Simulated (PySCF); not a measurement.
**Ag (silver, neutral): UHF calculation**

Configuration: [Kr] 4d9 5s1 5p1, one real determinant (an excited configuration). Calculation: PySCF 2.14, in aug-cc-pwCVTZ-PP with ECP28MDF (8s8p7d4f3g, 122 functions); scalar relativity through the core potential.

- Total energy: -145.848036 hartree
- One-electron energy: -257.4402 hartree
- Hartree (Coulomb) energy: 124.7428 hartree
- Exchange energy: -13.1507 hartree
- ⟨S²⟩: 3.7534
- ⟨L²⟩: 8.070
- Sum of ⟨r⟩: 27.02 bohr
- Sum of ⟨r²⟩: 56.96 bohr²
- Traceless quadrupole moment −½Σ⟨3z² − r²⟩ along its main axis: -7.80 e·bohr²
- Time after the integrals: roughly 6 core-seconds

```json
{"shell": "4s α", "electrons": "1", "mean orbital energy (eV)": "-125.82", "spread (eV)": "0", "rms radius, mean of both spins (bohr)": "0.980"}
{"shell": "4s β", "electrons": "1", "mean orbital energy (eV)": "-123.46", "spread (eV)": "0", "rms radius, mean of both spins (bohr)": "0.980"}
{"shell": "4p α", "electrons": "3", "mean orbital energy (eV)": "-83.404", "spread (eV)": "1.811", "rms radius, mean of both spins (bohr)": "1.08"}
{"shell": "4p β", "electrons": "3", "mean orbital energy (eV)": "-80.717", "spread (eV)": "1.761", "rms radius, mean of both spins (bohr)": "1.08"}
{"shell": "4d α", "electrons": "5", "mean orbital energy (eV)": "-20.042", "spread (eV)": "1.920", "rms radius, mean of both spins (bohr)": "1.45"}
{"shell": "4d β", "electrons": "4", "mean orbital energy (eV)": "-18.741", "spread (eV)": "0.946", "rms radius, mean of both spins (bohr)": "1.45"}
{"shell": "5s α", "electrons": "1", "mean orbital energy (eV)": "-10.103", "spread (eV)": "0", "rms radius, mean of both spins (bohr)": "3.26"}
{"shell": "5p α", "electrons": "1", "mean orbital energy (eV)": "-5.226", "spread (eV)": "0", "rms radius, mean of both spins (bohr)": "4.30"}
```

⟨L²⟩ = 8.07 against 12 for a pure F term, so this real determinant mixes terms. Energies and moments cover only the electrons outside the core potential.
